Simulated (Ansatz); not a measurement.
Species: C$_{10}$H$_{8}$BF, SMILES `Bc1c(F)cc2cccccc1-2` (charge 0, multiplicity 1).

Q: Give a relaxed geometry from Ansatz (an electronic-structure program) with B3LYP-D3(BJ)/def2-SVP.

A: This is not unique; one that fits is the end point of this relaxation, one of several conformers (outside a Z-matrix the atoms follow the SMILES, hydrogens last).
Z-matrix (Å, degrees):
```
C
C 1 1.3907
H 2 1.0932 1 114.83
C 2 1.4026 3 115.92 1 179.99
C 4 1.3940 2 129.16 3 180.00
H 4 1.0940 5 115.56 2 179.99
H 5 1.0943 4 115.55 6 0.00
C 5 1.4029 7 115.38 4 180.00
C 8 1.3926 5 128.78 7 -179.99
H 8 1.0939 9 115.63 5 -179.99
H 9 1.0950 8 115.84 10 0.00
C 9 1.4011 11 115.08 8 180.00
C 12 1.4119 9 124.98 11 0.00
H 13 1.0882 12 126.63 9 -0.01
C 13 1.3941 14 126.45 12 -179.99
F 15 1.3233 13 123.23 14 0.00
C 15 1.4225 16 123.51 13 -179.98
B 17 1.5132 15 126.69 16 0.01
H 18 1.2058 17 120.55 15 0.00
H 18 1.2088 19 118.50 17 180.00
```
